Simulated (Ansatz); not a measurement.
# A barrier at the coupled-cluster level

Start structure (SiNH7ClF, closed shell), relaxed at PBE0-D4/def2-TZVP:

| atom | x (Å) | y (Å) | z (Å) |
| --- | --- | --- | --- |
| Si1 | -0.3705 | 1.6540 | -1.0257 |
| H2 | -1.1022 | 0.4117 | -0.6867 |
| H3 | 0.9127 | 1.3950 | -1.7056 |
| H4 | -0.2838 | 2.6016 | 0.1001 |
| Cl5 | -1.5729 | 2.5836 | -2.4504 |
| H6 | 0.7883 | -0.4574 | 0.8790 |
| F7 | 1.1026 | 0.4664 | 0.7641 |
| H8 | -0.5994 | -2.0036 | 0.4462 |
| N9 | 0.2355 | -1.9114 | 1.0136 |
| H10 | -0.0140 | -2.1364 | 1.9695 |
| H11 | 0.9038 | -2.6036 | 0.6961 |

The step: SiH₃Cl ([SiH3][Cl]) + NH₃ + HF → SiH₂ClF ([F][SiH2][Cl]) + NH₃ + H₂; bonds formed: Si1–F7, H2–H8, H6–N9; bonds broken: Si1–H2, H6–F7, H8–N9. Ansatz 0.2.0; basis: def2-TZVPP and def2-QZVPP; cores frozen in the correlated methods. Extrapolation: Hartree–Fock as exp(−7.88 √X), correlation as X^−2.97. Energies below are by CCSD(T) at an estimated basis limit (MP2 extrapolated from triple and quadruple zeta, plus CCSD(T) − MP2 in triple zeta).

(1) What are the electronic barrier and the energy of the step, from the start structure to the end structure? (An estimate is asked for; the value comes from the calculation.)

No T1 diagnostic of these runs exceeds 0.011.

## Answers

(1) The calculation gives: Barrier 22.26 kcal/mol; step energy -16.07 kcal/mol (downhill); reverse barrier, their difference, 38.33 kcal/mol. Barrier and step energy count from the start structure, the reverse barrier from the end structure.

The saddle point: One imaginary mode of 349i cm⁻¹.
| pair | start (Å) | saddle (Å) | end (Å) |
| --- | --- | --- | --- |
| Si1–F7 | 2.60 | 1.69 | 1.59 |
| H2–H8 | 2.71 | 1.06 | 0.75 |
| H6–N9 | 1.56 | 1.02 | 1.01 |
| Si1–H2 | 1.48 | 1.65 | 4.24 |
| H6–F7 | 0.98 | 2.02 | 2.61 |
| H8–N9 | 1.01 | 1.23 | 2.80 |

Zero-point energy (harmonic, PBE0-D4): ZPE is 47.88 kcal/mol at the start and 47.12 kcal/mol at the saddle, so the barrier goes from 22.26 to 21.50 kcal/mol.

Labels in which every atom is bracketed show which atoms are joined, not bond orders.

For scale, one of the runs: CCSD(T)/def2-TZVPP, 244 basis functions, launched by `ansatz run in.yaml --threads 4 --pin off --events-out ev --progress --plain --max-ram 9574MiB`. Hardware: 4 CPU threads of an Arm Neoverse V2, shared host. Wall time 2.2 min; peak host memory 4.8 GiB.
